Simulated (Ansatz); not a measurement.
A trace of molecular dynamics of Cl2GeH2 (5 atoms, charge 0, multiplicity 1).

Theory: RKS BHLYP-D4/def2-SVP (Ansatz 0.2.0).

| Quantity | Value |
| --- | --- |
| ensemble | NVE (velocity Verlet) |
| starting velocities drawn for | 100 K |
| seed | 2721 |

```tsv
time (fs)	T (K)	potential energy less start (eV)	conserved less start (meV/atom)
0.0	100	0.000	0.00
4.0	112	-0.005	0.02
8.0	344	-0.094	0.05
12.0	1278	-0.456	0.11
16.0	3406	-1.283	-0.21
20.0	4353	-1.651	-0.28
24.0	3764	-1.422	-0.14
28.0	3143	-1.181	-0.16
32.0	2496	-0.929	0.05
36.0	3400	-1.281	-0.23
40.0	3959	-1.497	-0.15
44.0	4124	-1.561	-0.19
48.0	4090	-1.548	-0.17
52.0	3316	-1.248	-0.25
56.0	2022	-0.745	0.10
60.0	3281	-1.235	-0.22
64.0	4075	-1.543	-0.22
68.0	3602	-1.358	-0.07
72.0	3916	-1.480	-0.07
76.0	4833	-1.837	-0.34
80.0	3812	-1.440	-0.11
84.0	2361	-0.877	-0.03
88.0	1903	-0.699	-0.01
92.0	2371	-0.881	-0.09
96.0	3017	-1.132	-0.14
100.0	3015	-1.131	-0.15
```

**Question.** Is this trajectory sound?

**Answer.** The conserved energy stayed within 0.38 meV per atom of its start (net change -0.15 meV per atom), so the integration is sound. The kinetic energy rose, since the run started high on the potential surface and went downhill. A run of 0.1 ps of so small a system gives no equilibrium averages. The orbitals stay closed-shell, which can raise the energy where a bond breaks towards radicals; this wasn't checked here. The time step was 0.5 fs.

Run time: 17 min on 1 thread of Arm Neoverse N1 (shared host), peak memory 0.15 GiB.
